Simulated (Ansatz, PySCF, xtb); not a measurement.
Pulling on the Mg1–F3 bond in FHMg (SMILES [F][MgH]) (multiplicity 1 held, fragments rigid). Energies count from the point at 1.761 Å.
Geometry at that point (charge 0, multiplicity 1):
```tsv
atom	x (Å)	y (Å)	z (Å)
Mg	0.0000	0.0000	-0.6440
H	0.0000	0.0000	-2.3255
F	0.0000	0.0000	1.1170
```

Restricted levels (R-, RO-) in cc, def2 and unpolarised 6-31G sets keep to the state of the molecule at rest. U- levels take the lowest unrestricted solution at each point, which mixes spins at long bonds. Left out are points that failed, MP2 points in a non-variational dive below the minimum, coupled-cluster points behind a sign of a changed root (a jump of the amplitudes, or a one-step jump against full CI or MRCI), small-basis points behind a change of solution, and semi-empirical points at long bonds. Curves can end on different states.

Cores are frozen in the correlated methods. Rows in 6-31G* carry no dispersion term and start afresh at each structure (6-31G* with six Cartesian d functions).

Codes used: Ansatz (a quantum-chemistry and plane-wave program) with Gaussian orbitals; PySCF for 6-31G* rows; xtb for the GFN methods. Each number belongs to the level named beside it. The GFN methods have no spin term and hold the electronic entropy of 300 K.

Energies in kcal/mol.

```
R (Å)  GFN2-xTB  R-HF/6-31G*  R-PBE/def2-TZVPPD  R-wB97X-V/def2-TZVPPD  U-MP2/def2-TZVPPD
-----  --------  -----------  -----------------  ---------------------  -----------------
1.409      31.2         54.6               59.5                   57.9               60.3
1.585       1.9          7.5               11.2                   10.2               11.2
1.761       0.0          0.0                0.0                    0.0                0.0
1.937       6.2          8.6                4.2                    5.3                4.7
2.113      14.9         23.4               14.5                   16.7               15.6
2.377      29.1         48.6               32.8                   36.8               35.3
2.642      43.0         72.8               50.4                   56.2               54.5
3.082      63.9        107.0               74.4                   83.4               81.8
3.522      80.3        133.1               91.8                  104.3              141.6
4.050      93.9        155.3              105.7                  123.0              147.2
4.755     104.7        175.7              116.4                  140.4              148.8
5.635  left out        192.6              123.3                  154.6              149.2
```

Doubts at one or more of the structures used: a restricted determinant that unrestricted orbitals would lower (R-HF/6-31G*, R-PBE/def2-TZVPPD, R-wB97X-V/def2-TZVPPD); a spin-contaminated determinant (U-MP2/def2-TZVPPD).
